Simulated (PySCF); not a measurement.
## Structure revision by computed shifts

A compound C5H7FO3Si gives the data below (simulated from a calculation) and was assigned the structure `COC1=C([SiH2]F)C(=O)OC1`.

$^{13}$C{$^{1}$H} NMR (computed): δ 195.8 (C), 162.4 (C), 94.0 (C), 71.7 (CH), 32.0 (CH3).

$^{1}$H NMR (300 MHz, computed): δ 10.45 (br s, 1H), 5.33 (m, 1H), 5.29 (d, 1H), 5.09 (d, 1H), 2.61 (s, 3H).

- σ from GIAO-PBE0/pcSseg-1
- coordinates at the GFN2-xTB level
- code: PySCF 2.14.0 with density-fitted response routines
- one conformer, isolated molecule, non-relativistic Hamiltonian, one averaged value for each set of equivalent atoms

References, each an isolated molecule treated in the same way: $^{1}$H, $^{13}$C vs TMS.

Task: Compare with the shifts computed for the proposed structure, pairing carbons in order of shift.

Result: Atoms are numbered as in `[CH3:1][O:2][C:3]1=[C:4]([SiH2:5][F:6])[C:7](=[O:8])[O:9][CH2:10]1`; H(Xn) means a hydrogen on atom n.

| atom | computed for proposal | given list | difference |
| --- | --- | --- | --- |
| C3 | 194.4 | 195.8 | -1.4 |
| C7 | 179.9 | 162.4 | +17.5 |
| C4 | 96.4 | 94.0 | +2.4 |
| C10 | 73.9 | 71.7 | +2.2 |
| C1 | 63.5 | 32.0 | +31.5 |

The rms difference is 16.2 ppm and the largest +31.5 ppm at C1 (methyl carbon bonded to O). The carbon types in order of shift don't match either: C, C, C, CH2, CH3 for the proposal against C, C, C, CH, CH3 in the data. The proposal doesn't fit.

Task: Which isomer fits?

Result: `CC(=O)C1=C(O[SiH2]O)[C@H]1F`.

1. Carbon types of the structure: 3 × C, 1 × CH, 1 × CH3, leaving 3 H on heteroatoms.
2. δC 195.8: ketone carbonyl carbon; the double bond to the heteroatom, with no lone-pair donor beside it, deshields it most.
3. δC 162.4: alkene carbon bearing oxygen; an sp2 carbon further deshielded by the attached heteroatom.
4. δC 71.7: three-membered-ring carbon; deshielded by the electronegative neighbour.
5. δH 10.45: hydrogen on an oxygen bonded to Si; exchangeable; this is the value without hydrogen bonding to other molecules.

Other isomers checked: C=C1[C@@H](C(=O)O)[C@@H]1O[SiH2]F (rms 17.1 ppm); CO[Si@@H]1CC(C(=O)O)=C1F (rms 19.6 ppm).

This is the structure that produced the data.

The OH or NH signal is concentration- and solvent-dependent in practice; the value given is the gas-phase one. Splittings by $^{19}$F in the carbon and heteronuclear signals aren't shown, as no couplings were computed. Shifts are as computed. Against solution values, carbons near 30 ppm lie about +3 ppm off and those near 130 ppm about +5 ppm. Of 1211 compounds with measured shifts, 218 miss one by over three times the rms of a fit or turn the order of signals round; such compounds aren't used in these exercises. Multiplicities follow the n + 1 count of equivalent neighbours, as no J values were calculated; m marks all less simple cases, F and P coupling included.
